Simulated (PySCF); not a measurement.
C2H8S2Sn, SMILES C[S][SnH2][S]C.

Geometry: B3LYP-D3(BJ)/def2-SVP. The def2 effective core potentials stand for the cores of Sn; spin–orbit coupling is left out. The values are those of a single conformer.

All values below come from PBE/def2-TZVP run with PySCF.

Gas-phase values at a fixed geometry.

```yaml
total_energy: -1091.33160 hartree
highest_occupied_level: -5.55 eV
lowest_empty_level: -1.83 eV
orbital_gap: 3.72 eV
dipole_moment: 2.07 D
quadrupole, principal values (traceless, Buckingham form, about the centre of nuclear charge): -7.97, -0.61, 8.58 D·Å
mean_static_polarisability: 109.6 bohr³ (16.25 Å³)
polarisability_principal_values: 88.5, 114.0, 126.5 bohr³
```
